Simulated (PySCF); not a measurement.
H₃FO₂Si, singlet, at a GFN2-xTB geometry, with bond 4-1 at 2.4 times its length; CASSCF(6,5)/6-31G* (PySCF).

Here is a job for PySCF.
```python
from pyscf import gto, scf, mcscf
import numpy

mol = gto.M(
    atom='''
Si    0.32717312    0.02650964   -0.11165141
O    -0.32835436    1.45774555   -0.41485345
O    -0.53851114   -1.12583914   -0.84614946
F     0.16205278   -0.75424552    3.67683422
H     1.71548453    0.12166666   -0.47566624
H    -1.27343369    1.58743045   -0.43937699
H    -0.41290736   -2.04623832   -0.63577202
''',
    basis='6-31g*',
    verbose=4,
)

mf = scf.RHF(mol)
mf.kernel()
mc = mcscf.CASSCF(mf, 5, 6)
mc.fix_spin_(ss=0.0)
mc.kernel()
occ = numpy.linalg.eigvalsh(mc.fcisolver.make_rdm1(mc.ci, mc.ncas, mc.nelecas))[::-1]
ss = mc.fcisolver.spin_square(mc.ci, mc.ncas, mc.nelecas)[0]
print('natural occupations', occ.round(4), ' <S^2>', round(ss, 4))
```

The log (banner, timings and long lists left out):

```
PySCF version 2.14.0

[INPUT] verbose = 4
[INPUT] num. atoms = 7
[INPUT] num. electrons = 42
[INPUT] charge = 0
[INPUT] spin (= nelec alpha-beta = 2S) = 0
[INPUT] symmetry False subgroup None
[INPUT] Mole.unit = angstrom
[INPUT] Symbol           X                Y                Z      unit          X                Y                Z       unit  Magmom
[...]
nuclear repulsion = 150.341959963066
number of shells = 32
number of NR pGTOs = 144
number of NR cGTOs = 66
basis = 6-31g*
ecp = {}

******** <class 'pyscf.scf.hf.RHF'> ********
method = RHF
initial guess = minao
damping factor = 0
level_shift factor = 0
DIIS = <class 'pyscf.scf.diis.CDIIS'>
diis_start_cycle = 1
diis_space = 8
diis_damp = 0
SCF conv_tol = 1e-09
SCF conv_tol_grad = None
SCF max_cycles = 50
direct_scf = True
direct_scf_tol = 1e-13
Set gradient conv threshold to 3.16228e-05
Initial guess from minao.
init E= -539.606448805537
[...]
cycle= 1 E= -539.476039126747  delta_E= 0.13  |g|= 0.961  |ddm|= 2.15
[...]
cycle= 2 E= -538.966281116146  delta_E= 0.51  |g|= 1.61  |ddm|= 2.51
[...]
cycle= 3 E= -539.631673180808  delta_E= -0.665  |g|= 0.409  |ddm|= 2.22
[...]
cycle= 4 E= -539.659682768959  delta_E= -0.028  |g|= 0.157  |ddm|= 0.27
[...]
cycle= 5 E= -539.665786366204  delta_E= -0.0061  |g|= 0.0223  |ddm|= 0.192
[...]
cycle= 6 E= -539.666020313526  delta_E= -0.000234  |g|= 0.00631  |ddm|= 0.0522
[...]
cycle= 7 E= -539.666034404709  delta_E= -1.41e-05  |g|= 0.00464  |ddm|= 0.014
[...]
cycle= 8 E= -539.666039185716  delta_E= -4.78e-06  |g|= 0.00183  |ddm|= 0.00453
[...]
cycle= 9 E= -539.666040396001  delta_E= -1.21e-06  |g|= 0.000517  |ddm|= 0.00276
[...]
cycle= 10 E= -539.666040780361  delta_E= -3.84e-07  |g|= 0.000255  |ddm|= 0.00192
[...]
cycle= 11 E= -539.666041047152  delta_E= -2.67e-07  |g|= 0.000147  |ddm|= 0.00209
[...]
cycle= 12 E= -539.666041174829  delta_E= -1.28e-07  |g|= 7.75e-05  |ddm|= 0.00225
[...]
cycle= 13 E= -539.666041182693  delta_E= -7.86e-09  |g|= 2.59e-05  |ddm|= 0.000504
[...]
cycle= 14 E= -539.666041183218  delta_E= -5.25e-10  |g|= 9.59e-06  |ddm|= 0.000107
[...]
Extra cycle  E= -539.666041183257  delta_E= -3.93e-11  |g|= 5.89e-06  |ddm|= 1.36e-05
converged SCF energy = -539.666041183257

******** <class 'pyscf.mcscf.mc1step.CASSCF'> ********
CAS (3e+3e, 5o), ncore = 18, nvir = 43
max_cycle_macro = 50
max_cycle_micro = 4
conv_tol = 1e-07
conv_tol_grad = None
orbital rotation max_stepsize = 0.02
orbital rotation threshold for CI restart = 0.01
augmented hessian ah_max_cycle = 30
augmented hessian ah_conv_tol = 1e-12
augmented hessian ah_linear dependence = 1e-14
augmented hessian ah_level shift = 1e-08
augmented hessian ah_start_tol = 2.5
augmented hessian ah_start_cycle = 3
augmented hessian ah_grad_trust_region = 3
kf_trust_region = 3
kf_interval = 4
ci_response_space = 4
ci_grad_trust_region = 3
with_dep4 0
natorb = False
canonicalization = True
sorting_mo_energy = False
ao2mo_level = 2
internal_rotation = False
******** <class 'pyscf.fci.addons.SpinPenaltyFCISolver'> ********
max. cycles = 50
conv_tol = 1e-08
davidson only = True
linear dependence = 1e-12
level shift = 0.001
max iter space = 12
nroots = 1
pspace_size = 400
spin = None
CASCI E = -539.701988162049  S^2 = 0.0000000
Set conv_tol_grad to 0.000316228
macro iter   1 ( 21 JK    4 micro), CASSCF E = -539.769179230718  dE = -6.71910687e-02  S^2 = 0.0000000
               |grad[o]|=0.479  |grad[c]|=0.075  |ddm|=0.366  |maxRot[o]|=0.179
macro iter   2 ( 21 JK    4 micro), CASSCF E = -539.773197066107  dE = -4.01783539e-03  S^2 = 0.0000000
               |grad[o]|=0.108  |grad[c]|=0.013  |ddm|=0.0243  |maxRot[o]|=0.314
macro iter   3 ( 21 JK    4 micro), CASSCF E = -539.777064459756  dE = -3.86739365e-03  S^2 = 0.0000000
               |grad[o]|=0.0584  |grad[c]|=0.014  |ddm|=0.00395  |maxRot[o]|=0.314
macro iter   4 ( 21 JK    4 micro), CASSCF E = -539.781964034109  dE = -4.89957435e-03  S^2 = 0.0000000
[...]
               |grad[o]|=0.000628  |grad[c]|=0.000838  |ddm|=0.00104  |maxRot[o]|=0.0131
macro iter  33 (  9 JK    3 micro), CASSCF E = -539.784954935732  dE = -1.08247616e-06  S^2 = 0.0000000
               |grad[o]|=0.00337  |grad[c]|=0.00244  |ddm|=0.000458  |maxRot[o]|=0.0371
macro iter  34 ( 20 JK    4 micro), CASSCF E = -539.784951035290  dE =  3.90044204e-06  S^2 = 0.0000000
               |grad[o]|=0.000904  |grad[c]|=0.00272  |ddm|=0.000585  |maxRot[o]|=0.118
macro iter  35 ( 21 JK    4 micro), CASSCF E = -539.784948337208  dE =  2.69808208e-06  S^2 = 0.0000000
               |grad[o]|=0.00137  |grad[c]|=0.00518  |ddm|=0.000188  |maxRot[o]|=0.0958
macro iter  36 ( 25 JK    4 micro), CASSCF E = -539.784951723650  dE = -3.38644156e-06  S^2 = 0.0000000
               |grad[o]|=0.00149  |grad[c]|=0.000544  |ddm|=0.000197  |maxRot[o]|=0.0105
macro iter  37 ( 21 JK    4 micro), CASSCF E = -539.784954674067  dE = -2.95041696e-06  S^2 = 0.0000000
               |grad[o]|=0.00089  |grad[c]|=0.00149  |ddm|=0.000366  |maxRot[o]|=0.0279
macro iter  38 (  7 JK    2 micro), CASSCF E = -539.784955548015  dE = -8.73948807e-07  S^2 = 0.0000000
               |grad[o]|=0.000323  |grad[c]|=0.00155  |ddm|=0.000147  |maxRot[o]|=0.0297
macro iter  39 (  9 JK    2 micro), CASSCF E = -539.784955540025  dE =  7.99059308e-09  S^2 = 0.0000000
               |grad[o]|=0.000202  |grad[c]|=0.000382  |ddm|=0.000172  |maxRot[o]|=0.0176
macro iter  40 ( 21 JK    4 micro), CASSCF E = -539.784955368787  dE =  1.71237502e-07  S^2 = 0.0000000
               |grad[o]|=0.000323  |grad[c]|=0.000256  |ddm|=0.000223  |maxRot[o]|=0.0084
macro iter  41 ( 25 JK    4 micro), CASSCF E = -539.784955531076  dE = -1.62288529e-07  S^2 = 0.0000000
               |grad[o]|=0.000231  |grad[c]|=0.00026  |ddm|=0.000192  |maxRot[o]|=0.022
macro iter  42 ( 12 JK    3 micro), CASSCF E = -539.784955635791  dE = -1.04715014e-07  S^2 = 0.0000000
               |grad[o]|=0.000252  |grad[c]|=0.00108  |ddm|=0.000242  |maxRot[o]|=0.0336
macro iter  43 ( 11 JK    3 micro), CASSCF E = -539.784955011916  dE =  6.23875280e-07  S^2 = 0.0000000
               |grad[o]|=0.000211  |grad[c]|=0.00231  |ddm|=0.000205  |maxRot[o]|=0.0441
macro iter  44 ( 24 JK    4 micro), CASSCF E = -539.784955405549  dE = -3.93633513e-07  S^2 = 0.0000000
               |grad[o]|=0.000334  |grad[c]|=0.000569  |ddm|=0.000182  |maxRot[o]|=0.0282
macro iter  45 ( 11 JK    3 micro), CASSCF E = -539.784955486585  dE = -8.10363190e-08  S^2 = 0.0000000
               |grad[o]|=0.000299  |grad[c]|=0.00248  |ddm|=0.000215  |maxRot[o]|=0.0507
macro iter  46 ( 18 JK    3 micro), CASSCF E = -539.784955700593  dE = -2.14007855e-07  S^2 = 0.0000000
               |grad[o]|=0.000257  |grad[c]|=0.000191  |ddm|=0.000213  |maxRot[o]|=0.00927
macro iter  47 ( 20 JK    4 micro), CASSCF E = -539.784955584960  dE =  1.15633156e-07  S^2 = 0.0000000
               |grad[o]|=0.000199  |grad[c]|=0.000794  |ddm|=0.000253  |maxRot[o]|=0.0198
macro iter  48 ( 12 JK    2 micro), CASSCF E = -539.784955706511  dE = -1.21550670e-07  S^2 = 0.0000000
               |grad[o]|=0.000374  |grad[c]|=0.000301  |ddm|=0.000231  |maxRot[o]|=0.0109
macro iter  49 ( 13 JK    3 micro), CASSCF E = -539.784955634566  dE =  7.19444415e-08  S^2 = 0.0000000
               |grad[o]|=0.000171  |grad[c]|=0.00137  |ddm|=0.00024  |maxRot[o]|=0.0339
macro iter  50 ( 19 JK    3 micro), CASSCF E = -539.784955781254  dE = -1.46687285e-07  S^2 = 0.0000000
               |grad[o]|=0.000195  |grad[c]|=0.000189  |ddm|=0.00018  |maxRot[o]|=0.00961
1-step CASSCF not converged,  50 macro (627 JK 140 micro) steps
CASSCF canonicalization
Density matrix diagonal elements [1.99242162 1.9995423  1.16513716 0.83558518 0.00731374]
CASSCF energy = -539.784955781254
CASCI E = -539.784955781254  E(CI) = -14.9557365740001  S^2 = 0.0000000
natural occupations [1.9999 1.9934 1.2407 0.7593 0.0067]  <S^2> 0.0
```

The run did not converge; its last values are not results.
